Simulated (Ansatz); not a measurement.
Diatomic GeI, multiplicity 2 (lowest of 2S+1 = 2, 4 at CCSD(T)/def2-TZVPP on PBE0 minima; our sources give no spin for the ground state, which may be another). No spin–orbit coupling. Ge is treated without relativity.

Constants: fifth-degree fit in 1/R to seven points, most abundant isotopes. Runs in def2 and cc sets follow the lowest solution found near the PBE0 minimum.

Codes used: Ansatz (Gaussian basis) for Hartree–Fock, density functionals and correlated methods. Values without a source in brackets are computed. In def2 rows elements past Kr take small-core potentials, without spin–orbit coupling.

Energies at wB97X-V/def2-TZVPP:

| R (Å) | E (hartree) |
|---|---|
| 2.349186 | -2374.49490958 |
| 2.412336 | -2374.49926371 |
| 2.470434 | -2374.50122933 |
| 2.536110 | -2374.50158219 |
| 2.601786 | -2374.50037279 |
| 2.677567 | -2374.49749489 |
| 2.765977 | -2374.49266912 |

Q: With a reduced mass of 46.7118 u, find the minimum, the force constant and the constants.

A: A fifth-degree polynomial in 1/R puts the minimum at r_e = 2.5160 Å with force constant 170 N/m. Then ω_e = (1/2πc)√(k/μ) = 248 cm⁻¹ and B_e = h/(8π²cμr_e²) = 0.05701 cm⁻¹; the cubic and quartic terms give α_e = 0.00017 and ω_e x_e = 0.51 cm⁻¹.

Ansatz is an electronic-structure program.
